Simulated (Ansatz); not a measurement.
Steps of a relaxation of C₂H₇NOSi, SMILES `CN(C)[Si]O` with RKS PBE0-D4/def2-TZVP.

```sh
$ ansatz run in.yaml --threads 4 --pin off --events-out ev --progress --plain --max-ram 10444MiB
```

```yaml
crystal:
  periodic: [false, false, false]
  atoms:
    - {symbol: C, position_ang: [-0.992771, -0.283538, 0.436484]}
    - {symbol: N, position_ang: [0.304990, 0.049713, -0.109150]}
    - {symbol: C, position_ang: [1.367575, -0.836056, 0.337767]}
    - {symbol: Si, position_ang: [0.746525, 1.357956, -1.213712]}
    - {symbol: O, position_ang: [-0.715334, 2.160168, -1.495178]}
    - {symbol: H, position_ang: [-1.779370, 0.401058, 0.053923]}
    - {symbol: H, position_ang: [-1.007184, -0.214310, 1.550116]}
    - {symbol: H, position_ang: [-1.301708, -1.321185, 0.166982]}
    - {symbol: H, position_ang: [1.486667, -0.815958, 1.446471]}
    - {symbol: H, position_ang: [2.333133, -0.524240, -0.114179]}
    - {symbol: H, position_ang: [1.177395, -1.894590, 0.042308]}
    - {symbol: H, position_ang: [-1.542819, 1.865884, -1.067732]}
basis:
  gaussian: {orbitals: def2-TZVP}
hamiltonian: {xc: pbe0, dispersion: d4}
relax: {f_tol: 0.005, max_steps: 150}
```

Positions (Å) and forces (eV/Å) along the path, 7 of 7 steps:

```xyz
12
step=1 energy=-13596.4780 eV
C    -0.993   -0.284    0.436   -0.286   -0.082    0.125
N     0.305    0.050   -0.109    0.147    0.420   -0.354
C     1.368   -0.836    0.338    0.188   -0.187    0.101
Si    0.747    1.358   -1.214   -1.060   -0.283    0.458
O    -0.715    2.160   -1.495    0.170   -0.641    0.464
H    -1.779    0.401    0.054    0.413   -0.400    0.231
H    -1.007   -0.214    1.550    0.054   -0.015   -0.569
H    -1.302   -1.321    0.167    0.197    0.524    0.104
H     1.487   -0.816    1.446   -0.087    0.029   -0.552
H     2.333   -0.524   -0.114   -0.484   -0.140    0.213
H     1.177   -1.895    0.042    0.060    0.544    0.120
H    -1.543    1.866   -1.068    0.690    0.228   -0.341
12
step=2 energy=-13596.5443 eV
C    -0.989   -0.292    0.441   -0.119   -0.044    0.060
N     0.296    0.052   -0.110    0.078    0.371   -0.303
C     1.355   -0.828    0.335    0.090   -0.075    0.037
Si    0.740    1.344   -1.204   -0.583   -0.131    0.237
O    -0.696    2.158   -1.497    0.313   -0.363    0.208
H    -1.781    0.373    0.074    0.126   -0.099    0.054
H    -0.989   -0.225    1.542    0.017   -0.008   -0.172
H    -1.279   -1.322    0.172    0.061    0.158    0.034
H     1.469   -0.802    1.431   -0.027    0.008   -0.166
H     2.309   -0.519   -0.113   -0.134   -0.048    0.066
H     1.162   -1.874    0.042    0.018    0.164    0.038
H    -1.519    1.880   -1.078    0.159    0.068   -0.092
12
step=3 energy=-13596.5594 eV
C    -0.988   -0.286    0.436   -0.014   -0.019    0.015
N     0.294    0.060   -0.115    0.022    0.006   -0.009
C     1.349   -0.821    0.331    0.011   -0.032    0.025
Si    0.736    1.333   -1.192   -0.038    0.065   -0.045
O    -0.687    2.133   -1.480    0.074   -0.019    0.000
H    -1.777    0.376    0.074   -0.017   -0.003    0.006
H    -0.983   -0.222    1.531    0.000    0.003    0.018
H    -1.273   -1.310    0.167   -0.006   -0.016   -0.006
H     1.459   -0.793    1.422    0.003    0.001    0.022
H     2.301   -0.519   -0.114    0.013    0.009   -0.010
H     1.152   -1.860    0.040   -0.003   -0.020   -0.006
H    -1.507    1.854   -1.065   -0.046    0.027   -0.010
12
step=4 energy=-13596.5595 eV
C    -0.984   -0.289    0.433    0.002    0.017   -0.008
N     0.299    0.056   -0.122   -0.023   -0.045    0.061
C     1.352   -0.824    0.335   -0.013    0.015   -0.039
Si    0.725    1.326   -1.207    0.043    0.059   -0.031
O    -0.694    2.137   -1.475    0.109    0.015   -0.062
H    -1.769    0.377    0.071   -0.026   -0.017    0.013
H    -0.975   -0.224    1.528   -0.002   -0.002    0.017
H    -1.271   -1.312    0.163   -0.008   -0.017   -0.001
H     1.453   -0.791    1.426    0.003    0.004    0.026
H     2.307   -0.525   -0.103    0.011    0.012   -0.017
H     1.154   -1.863    0.047    0.004   -0.026   -0.001
H    -1.520    1.878   -1.063   -0.099   -0.014    0.042
12
step=5 energy=-13596.5605 eV
C    -0.987   -0.293    0.440   -0.003   -0.003    0.003
N     0.294    0.059   -0.115   -0.034   -0.009    0.008
C     1.350   -0.823    0.333    0.011    0.013   -0.005
Si    0.731    1.332   -1.196    0.036    0.009   -0.013
O    -0.683    2.143   -1.489   -0.002   -0.026    0.020
H    -1.781    0.366    0.083    0.003    0.014   -0.010
H    -0.977   -0.231    1.536    0.002   -0.001    0.003
H    -1.269   -1.318    0.169    0.002   -0.003    0.000
H     1.459   -0.793    1.424    0.002   -0.001    0.000
H     2.302   -0.520   -0.112    0.001   -0.001   -0.001
H     1.153   -1.863    0.042   -0.003    0.002   -0.002
H    -1.514    1.886   -1.082   -0.014    0.009   -0.005
12
step=6 energy=-13596.5606 eV
C    -0.988   -0.292    0.440    0.006    0.002   -0.003
N     0.294    0.059   -0.115   -0.006    0.001    0.001
C     1.350   -0.823    0.333   -0.003    0.003   -0.002
Si    0.732    1.332   -1.195   -0.001   -0.001    0.002
O    -0.683    2.139   -1.487   -0.003   -0.012    0.010
H    -1.779    0.369    0.082    0.003   -0.001    0.001
H    -0.978   -0.231    1.536   -0.001    0.000   -0.002
H    -1.270   -1.317    0.168    0.000    0.002    0.001
H     1.460   -0.793    1.424    0.001   -0.001   -0.001
H     2.302   -0.519   -0.112   -0.001    0.000    0.000
H     1.153   -1.862    0.042    0.002    0.000    0.001
H    -1.516    1.883   -1.082    0.003    0.008   -0.008
12
step=7 energy=-13596.5607 eV
C    -0.988   -0.292    0.441    0.000   -0.001    0.000
N     0.294    0.058   -0.114   -0.001    0.004   -0.002
C     1.351   -0.823    0.333    0.000   -0.001    0.001
Si    0.732    1.333   -1.193    0.001   -0.001    0.001
O    -0.683    2.139   -1.487   -0.002    0.001    0.000
H    -1.778    0.371    0.084    0.001    0.000    0.000
H    -0.978   -0.233    1.536    0.000   -0.001    0.000
H    -1.272   -1.316    0.166    0.000    0.000    0.000
H     1.461   -0.794    1.424    0.000   -0.001    0.000
H     2.302   -0.520   -0.113   -0.001    0.001    0.000
H     1.154   -1.862    0.042    0.000    0.000    0.000
H    -1.519    1.884   -1.087    0.000    0.000   -0.001
```

Hardware: 4 threads of an Intel Xeon 6975P-C on a shared host. Wall time 13 s, peak host memory 0.53 GiB.
